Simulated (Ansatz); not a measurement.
Gas-phase electronic energies from Ansatz, PBE0-D4/def2-TZVP geometries. CCSD(T)/CBS is the MP2 limit (def2-TZVPP, def2-QZVPP) plus CCSD(T) − MP2 in def2-TZVPP, frozen cores. Functionals use def2-TZVPP. B3LYP here is the variant with VWN-RPA as its local correlation; programs differ in this. For Ge outer-core shells are correlated without core-valence functions, which leaves a few kJ/mol of doubt a bond. Scalar relativity is left out up to krypton. Each species was taken in one conformer, which may not be the lowest.

`[NH2][AlH][SiH2][SiH2]Cl` + `[SH][GeH2][Cl]` → `[NH2][AlH][SiH3]` + `Cl[SiH2][S][GeH2][Cl]`  (redistribution)

`[NH2][AlH][SiH2][SiH2]Cl`:

Z-matrix (Å, degrees):
```
Si
Al 1 2.452
Si 1 2.335 2 109.8
H 1 1.493 2 112.4 3 118.8
H 1 1.494 2 113.4 3 -119.6
N 2 1.763 1 115.7 3 -23.4
H 2 1.584 1 125.4 3 155.6
Cl 3 2.078 1 108.3 2 52.3
H 3 1.485 1 114.8 2 171.0
H 3 1.486 1 111.7 2 -64.9
H 6 1.007 2 125.4 1 179.9
H 6 1.009 2 123.9 1 -2.0
```

`[SH][GeH2][Cl]`:

Cartesian coordinates in Å:
```
S -1.748 0.110 0.261
Ge 0.365 0.118 -0.369
Cl 1.271 -1.811 -0.039
H -1.454 0.085 1.572
H 1.189 1.115 0.452
H 0.377 0.382 -1.876
```

`[NH2][AlH][SiH3]`:

Cartesian coordinates in Å:
```
N -0.995 1.255 -1.163
Al 0.064 -0.145 -0.958
Si 0.660 -0.798 1.328
H -1.372 1.806 -0.409
H -1.309 1.618 -2.050
H 0.555 -0.883 -2.275
H 0.215 -2.189 1.636
H 0.045 0.099 2.348
H 2.136 -0.764 1.543
```

`Cl[SiH2][S][GeH2][Cl]`:

Cartesian coordinates in Å:
```
Cl 1.233 0.024 2.166
Si -0.464 0.852 1.357
S -0.206 1.348 -0.692
Ge 0.452 -0.607 -1.505
Cl -0.955 -2.141 -0.959
H -0.740 2.135 2.038
H -1.554 -0.124 1.551
H 1.805 -1.027 -0.928
H 0.429 -0.461 -3.028
```

```json
{"level": "B3LYP", "ΔE (eV)": "-0.49"}
{"level": "CCSD/def2-TZVPP", "ΔE (eV)": "-0.54"}
```

**Question.** What does CCSD(T)/CBS give? (Estimate.)

**Answer.** Computed: -0.56 eV. The listed levels differ from it by 0.07, 0.02 eV.

Largest T1 diagnostic among the species: 0.013.

The D4 term adds −0.04 eV with B3LYP and −0.02 eV with PBE0; it sums over pairs of atoms, weighted by their polarisabilities, and B3LYP, whose exchange is more repulsive, gets the larger term. From PBE to PBE0 (25 % exact exchange), in def2-TZVPP and without D4, ΔE moves by −0.04 eV.
